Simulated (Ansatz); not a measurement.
Stepwise reaction of `[F][Mo]([F])(=[S])([Cl])[Cl]` with water, as a gas-phase model of exchange steps in deposition or etching. ΔE in kJ/mol.

Program: Ansatz. Geometries: PBE0-D4/def2-TZVP. ΔE: electronic, gas phase. CCSD(T)/CBS adds triple-zeta CCSD(T) − MP2 to the extrapolated MP2 energy (def2 sets, frozen cores). This one scheme is used for every species. Functionals use def2-TZVPP. B3LYP here is the variant with VWN-RPA as its local correlation; programs differ in this. Elements past krypton have def2 core potentials. For Mo outer-core shells are correlated without core-valence functions, which leaves a few kJ/mol of doubt a bond. Each species was taken in one conformer, which may not be the lowest.

```tsv
step	reaction	PBE-D4	B3LYP-D4	ωB97M-V	CCSD(T)/CBS
1	`[F][Mo]([F])(=[S])([Cl])[Cl]` + H₂O → `[OH][Mo]([F])([F])(=[S])[Cl]` + HCl	15.6	12.8	9.5	20.4
```

Q: Give the row of step 2, `[OH][Mo]([F])([F])(=[S])[Cl]` + H₂O → `[OH][Mo]([OH])([F])([F])=[S]` + HCl. (An estimate is asked.)

A: Ansatz gave: 
```json
{"step": "2", "reaction": "`[OH][Mo]([F])([F])(=[S])[Cl]` + H₂O → `[OH][Mo]([OH])([F])([F])=[S]` + HCl", "PBE-D4": "19.1", "B3LYP-D4": "17.4", "ωB97M-V": "15.0", "CCSD(T)/CBS": "22.9"}
```

Q: By hand: ΔE of the 2 steps together at CCSD(T)/CBS.

A: (20.4) + (22.9) = 43.3 kJ/mol, or 21.6 kJ/mol a step.

In ΔE the steps differ by no more than 2.5 kJ/mol. All are uphill at CCSD(T)/CBS. PBE-D4 differs from CCSD(T)/CBS by -4.8 to -3.8 kJ/mol a step. Isolated molecules leave out the surface, adducts and barriers. Largest T1 diagnostic: 0.025.
